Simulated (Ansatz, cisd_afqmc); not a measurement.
Species: Cl, charge -1, singlet.

Total energies in aug-cc-pV(Q+d)Z, 8 correlated electrons, 5 frozen orbitals. UHF or UKS for unpaired electrons; spin-orbit terms are left out. Correlated methods leave the cores frozen. No relativity. The Monte Carlo rows (phaseless AFQMC, CISD trial, step 0.005/hartree) carry one-sigma bars that omit the constraint's bias. Outlying blocks are dropped, and bars are widened where a walk drifts. Over all cases where full CI ran beside it in this data, AFQMC minus full CI had a median of +0.1 mEh and passed +0.4 mEh in a tenth of the cases.

| method | program | energy (Eh) | minus CCSDT(Q) (mEh) |
|---|---|---|---|
| HF | Ansatz | -459.57635 | 252.97 |
| MP2 | Ansatz | -459.80308 | 26.24 |
| CCSD | Ansatz | -459.81730 | 12.02 |
| CCSD(T) | Ansatz | -459.82839 | 0.93 |
| CCSDT(Q) | Ansatz | -459.82933 | 0.00 |
| AFQMC/CISD | cisd_afqmc | -459.8293 ± 0.0004 | 0.0 ± 0.4 |

Ansatz is an electronic-structure program.
